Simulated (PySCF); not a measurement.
Harmonic spectrum computed at PBE0 in the def2-TZVP basis family (core potentials from Rb on, PySCF, no spin–orbit coupling):

| ω (cm⁻¹) | IR (km/mol) |
| --- | --- |
| 135 | 11.0 |
| 222 | 53.6 |
| 1066 | 187 |

Task: Which molecule gave it? In each, all ligands are bound to the one heavy central atom.
A. IHfN (singlet)
B. IWN (triplet)
C. ITiN (singlet)
D. IZrN (singlet)
E. IMoN (triplet)

Result: D. It has Cs symmetry with Zr–I 2.778 Å, Zr–N 1.685 Å.
